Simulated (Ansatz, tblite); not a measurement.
Cost and result up the ladder for Pb5O8H6, a hydroxylated oxide cluster (19 atoms). The state is a singlet with charge 0. Geometry: PBE-D4/def2-SVP.

```csv
atom,x (Å),y (Å),z (Å)
Pb1,-0.174,0.139,0.176
Pb2,-1.574,-1.892,-2.091
Pb3,1.041,-3.008,0.808
Pb4,3.115,0.672,0.533
Pb5,0.925,1.453,-2.797
O6,-2.560,0.092,-1.405
O7,0.062,-0.429,-2.156
O8,-0.840,-2.236,-0.008
O9,1.887,-1.114,0.180
O10,0.672,-1.659,2.891
O11,-1.383,2.219,-2.175
O12,1.551,1.675,-0.709
O13,1.651,0.628,2.331
H14,-3.455,0.084,-1.015
H15,-1.943,1.370,-1.897
H16,1.107,-0.709,2.743
H17,-0.274,-1.484,3.057
H18,-1.389,2.799,-1.390
H19,1.581,1.401,2.923
```

Ansatz on 2 threads of AMD EPYC 7R13 on a shared host and a share (18 GiB) of an NVIDIA H100 80GB HBM3; xTB runs through tblite on one thread. Times are rough, summed over both states, and most runs start from the orbitals of an earlier one. PBE0-D4/def2-TZVP serves as the yardstick here, not as an exact answer. The other state is a triplet.

In the def2 sets Pb takes a core potential; there is no spin–orbit coupling. The xTB rows come from tblite. Single mean-field runs in def2-TZVP are fitted with def2-universal-jkfit. HOMO above LUMO, or a gap near zero within one spin, warns that the state may not be the lowest or that an electron is smeared out.

xTB has no spin-polarisation term.

```tsv
level	functions	wall time	vertical triplet (eV)	difference from PBE0-D4/def2-TZVP (eV)	remarks
GFN1-xTB	64	0.04 s	5.44	1.50	–
GFN2-xTB	58	0.042 s	4.65	0.72	–
PBE-D4/def2-TZVP (with forces)	534	16 s	3.39	-0.54	gap within one spin near zero (triplet)
PBE0-D4/def2-TZVP	534	30 s	3.93	0.00	–
```
